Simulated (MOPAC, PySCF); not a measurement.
C₂H₆Si, SMILES `[SiH3]C=C`, neutral singlet in the gas phase. 

Z-matrix (Å, degrees):
```
C
C 1 1.3260
H 2 1.0843 1 122.21
H 2 1.0845 3 116.02 1 -180.00
H 1 1.0871 2 117.78 3 -0.01
Si 1 1.8573 5 118.76 2 180.00
H 6 1.4794 1 109.00 5 -179.99
H 6 1.4806 7 109.35 4 121.19
H 6 1.4806 7 109.35 8 117.62
```
Charge 0, spin multiplicity 1.

All levels are single points at this geometry (CAM-B3LYP-D3(BJ)/def2-TZVP); Pople sets use spherical d functions. Orbital energies aren't observables, and empty levels follow the basis.

SVWN5/6-31G* in PySCF gives dipole (D) = 0.76.

Question: Estimate the dipole (D) from each of these levels: CAM-B3LYP-D3(BJ)/def2-TZVP in PySCF; M06-2X/6-31G* in PySCF; HF/6-31G* in PySCF; PM3 in MOPAC; PM7 in MOPAC.

Answer: 
```tsv
level	dipole (D)
CAM-B3LYP-D3(BJ)/def2-TZVP in PySCF	0.72
M06-2X/6-31G* in PySCF	0.71
HF/6-31G* in PySCF	0.82
PM3 in MOPAC	0.15
PM7 in MOPAC	0.40
```
